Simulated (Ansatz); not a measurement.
Molecule: sum formula HS2O (charge 0, doublet). It need not be the lowest isomer of its formula. SMILES: OS[S]
Structure (B3LYP-D3(BJ)/def2-TZVP (Ansatz, an electronic-structure program) minimum search):
```
S
O 1 1.6627
H 2 0.9712 1 108.36
S 1 1.9230 2 109.60 3 0.00
```
Charge 0, spin multiplicity 2.

Parts of the frozen-core correlation energy in 6-31G (Ansatz, hartree). Frozen orbitals: 11; correlated occupied orbitals by spin: 10 and 9; virtual: 16 and 17. UHF or UKS for open shells. Spin-orbit coupling is left out. Non-relativistic.

```csv
term,value
reference (HF),-870.28622
MP2 opposite-spin,-0.16751
MP2 same-spin,-0.05828
CCSD correlation,-0.24379
(T),-0.00580
T1 diagnostic,0.035
largest doubles amplitude,0.069
<S^2> of the reference,0.758
```
